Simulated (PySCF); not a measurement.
PySCF input (TPSSh/def2-TZVPD):

```python
from pyscf import gto, scf, dft

mol = gto.M(
    atom='''
    B    -0.86361546    0.10170533   -0.54046449
    C    -1.31847279   -1.01285106    0.46480523
    O     0.31926433    0.70350593   -0.61946265
    C     1.45023090    0.44301926    0.23026250
    H    -1.23215201   -0.65400649    1.49773578
    H    -0.67397718   -1.89583839    0.37442394
    H    -2.34685855   -1.33330741    0.30796591
    H     1.69748248    1.36162783    0.76084241
    H     1.23933973   -0.35050191    0.94751622
    H     2.28957943    0.15444299   -0.40086714
    ''',
    basis='def2-tzvpd',
    charge=0,
    spin=1,
    verbose=4,
)

mf = dft.UKS(mol, xc='tpssh').density_fit(auxbasis='def2-universal-jkfit')
mf.grids.level = 3
mf.conv_tol = 1e-9
mf.max_cycle = 100
mf.max_memory = 1500
mf.kernel()
if not mf.converged:
    mf = mf.newton()
    mf.kernel(mf.make_rdm1())
for _ in range(2):
    mo, _, stable, _ = mf.stability(return_status=True)
    if stable:
        break
    mf.kernel(mf.make_rdm1(mo, mf.mo_occ))
mf.analyze()
```

Output:

```
PySCF version 2.14.0

[INPUT] verbose = 4
[INPUT] num. atoms = 10
[INPUT] num. electrons = 31
[INPUT] charge = 0
[INPUT] spin (= nelec alpha-beta = 2S) = 1
[INPUT] symmetry False subgroup None
[INPUT] Mole.unit = angstrom
[INPUT] Symbol           X                Y                Z      unit          X                Y                Z       unit  Magmom
[INPUT]  1 B     -0.863615460000   0.101705330000  -0.540464490000 AA   -1.631996696340   0.192195219109  -1.021329866153 Bohr   0.0
[INPUT]  2 C     -1.318472790000  -1.012851060000   0.464805230000 AA   -2.491552475791  -1.914011108375   0.878354585965 Bohr   0.0
[INPUT]  3 O      0.319264330000   0.703505930000  -0.619462650000 AA    0.603322145043   1.329433534707  -1.170614752897 Bohr   0.0
[INPUT]  4 C      1.450230900000   0.443019260000   0.230262500000 AA    2.740539218382   0.837185069307   0.435133061758 Bohr   0.0
[INPUT]  5 H     -1.232152010000  -0.654006490000   1.497735780000 AA   -2.328429842732  -1.235893149788   2.830310431162 Bohr   0.0
[INPUT]  6 H     -0.673977180000  -1.895838390000   0.374423940000 AA   -1.273632284407  -3.582615333536   0.707558701081 Bohr   0.0
[INPUT]  7 H     -2.346858550000  -1.333307410000   0.307965910000 AA   -4.434919912594  -2.519585844753   0.581971225602 Bohr   0.0
[INPUT]  8 H      1.697482480000   1.361627830000   0.760842410000 AA    3.207776988447   2.573103682286   1.437783778854 Bohr   0.0
[INPUT]  9 H      1.239339730000  -0.350501910000   0.947516220000 AA    2.342012664992  -0.662352616037   1.790546154383 Bohr   0.0
[INPUT] 10 H      2.289579430000   0.154442990000  -0.400867140000 AA    4.326678063138   0.291854952959  -0.757529106938 Bohr   0.0

nuclear repulsion = 108.600024880713
number of shells = 83
number of NR pGTOs = 277
number of NR cGTOs = 205
basis = def2-tzvpd
ecp = {}

******** <class 'pyscf.df.df_jk.DFUKS'> ********
method = DFUKS
initial guess = minao
damping factor = 0
level_shift factor = 0
DIIS = <class 'pyscf.scf.diis.CDIIS'>
diis_start_cycle = 1
diis_space = 8
diis_damp = 0
SCF conv_tol = 1e-09
SCF conv_tol_grad = None
SCF max_cycles = 100
direct_scf = False
number electrons alpha = 16  beta = 15
XC library pyscf.dft.libxc version 7.1.2
    S. Lehtola, C. Steigemann, M. J. T. Oliveira, and M. A. L. Marques,  SoftwareX 7, 1–5 (2018)
XC functionals = tpssh
    V. N. Staroverov, G. E. Scuseria, J. Tao, and J. P. Perdew,  J. Chem. Phys. 119, 12129 (2003)
radial grids:
    Treutler-Ahlrichs [JCP 102, 346 (1995); DOI:10.1063/1.469408] (M4) radial grids

becke partition: Becke, JCP 88, 2547 (1988); DOI:10.1063/1.454033
pruning grids: <function nwchem_prune>
grids dens level: 3
symmetrized grids: False
atomic radii adjust function: <function treutler_atomic_radii_adjust>
small_rho_cutoff = 0
Set gradient conv threshold to 3.16228e-05
tot grids = 115216
******** <class 'pyscf.df.df.DF'> ********
auxbasis = def2-universal-jkfit
init E= -180.099012130242
[...]
  beta  nocc = 15  HOMO = -0.312152110700281  LUMO = -0.0488231950830773
  HOMO = -0.162090838493  LUMO = -0.0488231950831  gap/eV = 3.08217
Extra cycle  E= -179.948413478825  delta_E= 1.86e-11  |g|= 1.36e-05  |ddm|= 2.5e-05
converged SCF energy = -179.948413478825  <S^2> = 0.75293732  2S+1 = 2.0029352
uhf_internal: lowest eigs of H = [0.20146699 0.28799976 0.34508762]
<class 'pyscf.df.df_jk.DFUKS'> wavefunction is stable in the internal stability analysis
**** SCF Summaries ****
Total Energy =                        -179.948413478825216
Nuclear Repulsion Energy =             108.600024880713491
One-electron Energy =                 -457.636693530437640
Two-electron Energy =                  169.088255170898947
Two-electron Coulomb Energy =          194.879102495605906
DFT Exchange-Correlation Energy =      -25.790847324706952
HOMO-LUMO gap [eV] =                     3.082169568413375
**** MO energy ****
                             alpha | beta                alpha | beta
MO #1   energy= -19.080209044938   | -19.0795292102106  occ= 1 | 1
MO #2   energy= -10.1732454880867  | -10.1717429767935  occ= 1 | 1
MO #3   energy= -10.095829308384   | -10.0940597029604  occ= 1 | 1
MO #4   energy= -6.71605621417491  | -6.70487183995927  occ= 1 | 1
MO #5   energy= -1.01972630368435  | -1.01811644925441  occ= 1 | 1
MO #6   energy= -0.69697392750847  | -0.692586514793129 occ= 1 | 1
MO #7   energy= -0.686153275501019 | -0.682295649294131 occ= 1 | 1
MO #8   energy= -0.511829480251528 | -0.506646718541443 occ= 1 | 1
MO #9   energy= -0.452081889078055 | -0.450291265553911 occ= 1 | 1
MO #10  energy= -0.451101836159562 | -0.446554086575418 occ= 1 | 1
MO #11  energy= -0.393236695708445 | -0.39117025554656  occ= 1 | 1
MO #12  energy= -0.390704633488972 | -0.383115564723111 occ= 1 | 1
MO #13  energy= -0.380154640918947 | -0.373050294669967 occ= 1 | 1
MO #14  energy= -0.320803819542478 | -0.312783542402859 occ= 1 | 1
MO #15  energy= -0.314052081833816 | -0.312152110700281 occ= 1 | 1
MO #16  energy= -0.162090838493377 | -0.0488231950830773 occ= 1 | 0
MO #17  energy= -0.0171249965567958 | 0.00231909534498949 occ= 0 | 0
MO #18  energy= -0.00209425273994317 | 0.00850383040413882 occ= 0 | 0
MO #19  energy= 0.0267233016300679 | 0.0323934085979329 occ= 0 | 0
MO #20  energy= 0.0304182739251208 | 0.0404321156011854 occ= 0 | 0
MO #21  energy= 0.0500184084444436 | 0.0535752916592396 occ= 0 | 0
MO #22  energy= 0.057900597782821  | 0.0681878511024811 occ= 0 | 0
MO #23  energy= 0.0716312329250521 | 0.0750793185887788 occ= 0 | 0
MO #24  energy= 0.0797603118378307 | 0.0814334935694631 occ= 0 | 0
MO #25  energy= 0.0840899144904902 | 0.089797353524526  occ= 0 | 0
MO #26  energy= 0.0968739280503615 | 0.101050131087414  occ= 0 | 0
MO #27  energy= 0.0993293345727397 | 0.106659167193613  occ= 0 | 0
MO #28  energy= 0.117880537679634  | 0.123455387331403  occ= 0 | 0
MO #29  energy= 0.126681493468058  | 0.131089325137043  occ= 0 | 0
MO #30  energy= 0.130961648858756  | 0.137203731903781  occ= 0 | 0
MO #31  energy= 0.151740667947602  | 0.162188898359856  occ= 0 | 0
MO #32  energy= 0.16150337551515   | 0.168159741678983  occ= 0 | 0
MO #33  energy= 0.167479730473253  | 0.174625972229499  occ= 0 | 0
MO #34  energy= 0.169970658872287  | 0.180440323290259  occ= 0 | 0
MO #35  energy= 0.177960137576497  | 0.188040380314807  occ= 0 | 0
MO #36  energy= 0.187761971358449  | 0.200717682129945  occ= 0 | 0
MO #37  energy= 0.207705746033617  | 0.213924733525439  occ= 0 | 0
MO #38  energy= 0.219387934869666  | 0.225424631940865  occ= 0 | 0
MO #39  energy= 0.22141230653114   | 0.228091317998629  occ= 0 | 0
MO #40  energy= 0.240745257779512  | 0.24642577077124   occ= 0 | 0
MO #41  energy= 0.244342994655406  | 0.250850257838585  occ= 0 | 0
MO #42  energy= 0.250325269410624  | 0.254534291462514  occ= 0 | 0
MO #43  energy= 0.258489985456233  | 0.260764557315696  occ= 0 | 0
MO #44  energy= 0.26766943494669   | 0.272530377502426  occ= 0 | 0
MO #45  energy= 0.269463340852976  | 0.273491998795413  occ= 0 | 0
MO #46  energy= 0.274987536332336  | 0.277541673621093  occ= 0 | 0
MO #47  energy= 0.277048742346492  | 0.283362601616403  occ= 0 | 0
MO #48  energy= 0.292183180292802  | 0.297144254639264  occ= 0 | 0
MO #49  energy= 0.299449077715222  | 0.302683869799678  occ= 0 | 0
MO #50  energy= 0.301137512234245  | 0.305908970776772  occ= 0 | 0
MO #51  energy= 0.317115186407974  | 0.322391345866714  occ= 0 | 0
MO #52  energy= 0.31838234993845   | 0.326544104267452  occ= 0 | 0
MO #53  energy= 0.321203900986141  | 0.327523548919136  occ= 0 | 0
MO #54  energy= 0.338892938502758  | 0.346286655054649  occ= 0 | 0
MO #55  energy= 0.340078955381126  | 0.347495630691641  occ= 0 | 0
MO #56  energy= 0.34310822827758   | 0.352644673148205  occ= 0 | 0
MO #57  energy= 0.366866313659506  | 0.370931704252515  occ= 0 | 0
MO #58  energy= 0.36897544004023   | 0.374912905022895  occ= 0 | 0
MO #59  energy= 0.381513169253489  | 0.383311683449863  occ= 0 | 0
MO #60  energy= 0.383451400950723  | 0.389416099442124  occ= 0 | 0
MO #61  energy= 0.389468080143623  | 0.39223591462346   occ= 0 | 0
MO #62  energy= 0.399676344984858  | 0.407070166134527  occ= 0 | 0
MO #63  energy= 0.409495654446485  | 0.412785228828852  occ= 0 | 0
MO #64  energy= 0.422664080705321  | 0.427694427168238  occ= 0 | 0
MO #65  energy= 0.427384516099534  | 0.431995801436541  occ= 0 | 0
MO #66  energy= 0.453190597750615  | 0.458308640568165  occ= 0 | 0
MO #67  energy= 0.461966029981805  | 0.47254633378772   occ= 0 | 0
MO #68  energy= 0.474509843295204  | 0.484088484673077  occ= 0 | 0
MO #69  energy= 0.484387610352774  | 0.490190687048287  occ= 0 | 0
MO #70  energy= 0.502069226395992  | 0.508447952490443  occ= 0 | 0
MO #71  energy= 0.506039911358253  | 0.511860669739861  occ= 0 | 0
MO #72  energy= 0.535876434460746  | 0.541616916201651  occ= 0 | 0
MO #73  energy= 0.544517676275413  | 0.551248643792587  occ= 0 | 0
MO #74  energy= 0.558097629835734  | 0.566924793925285  occ= 0 | 0
MO #75  energy= 0.592034141936794  | 0.602086042414827  occ= 0 | 0
MO #76  energy= 0.608216196863634  | 0.611368994904405  occ= 0 | 0
MO #77  energy= 0.617038443136109  | 0.619622878329381  occ= 0 | 0
MO #78  energy= 0.6318021660594    | 0.63492617965544   occ= 0 | 0
MO #79  energy= 0.640317803828617  | 0.645822431124258  occ= 0 | 0
MO #80  energy= 0.64431075418954   | 0.649006024296677  occ= 0 | 0
MO #81  energy= 0.657630045533116  | 0.66375244085056   occ= 0 | 0
MO #82  energy= 0.673979673974752  | 0.682280126783962  occ= 0 | 0
MO #83  energy= 0.691342228205534  | 0.694992880172166  occ= 0 | 0
MO #84  energy= 0.695525196769602  | 0.699716843893859  occ= 0 | 0
MO #85  energy= 0.716847672925861  | 0.722612414186026  occ= 0 | 0
MO #86  energy= 0.724851653552279  | 0.728654467785468  occ= 0 | 0
MO #87  energy= 0.733281526138348  | 0.736900972930671  occ= 0 | 0
MO #88  energy= 0.742094747433738  | 0.75303466145188   occ= 0 | 0
MO #89  energy= 0.753382245466533  | 0.759495242991583  occ= 0 | 0
MO #90  energy= 0.812988521637525  | 0.818560335228057  occ= 0 | 0
MO #91  energy= 0.836067558080859  | 0.840109578878547  occ= 0 | 0
MO #92  energy= 0.853552410778491  | 0.858597427323271  occ= 0 | 0
MO #93  energy= 0.899745740128576  | 0.905441615926119  occ= 0 | 0
MO #94  energy= 0.924303056415607  | 0.92834832887064   occ= 0 | 0
MO #95  energy= 0.937742684090623  | 0.942432407325874  occ= 0 | 0
MO #96  energy= 0.982934581542792  | 0.990092487344747  occ= 0 | 0
MO #97  energy= 0.990733811058261  | 0.996619638257974  occ= 0 | 0
MO #98  energy= 1.00110343431363   | 1.02115592656877   occ= 0 | 0
MO #99  energy= 1.05147691319948   | 1.0580304818476    occ= 0 | 0
MO #100 energy= 1.05659660318575   | 1.06632767532792   occ= 0 | 0
MO #101 energy= 1.08041086775158   | 1.08304043934615   occ= 0 | 0
MO #102 energy= 1.09375950040733   | 1.10206666689785   occ= 0 | 0
MO #103 energy= 1.1198971809904    | 1.12679009595238   occ= 0 | 0
MO #104 energy= 1.15864399745155   | 1.1666285770943    occ= 0 | 0
[...]
```

It need not be the lowest isomer of its formula.
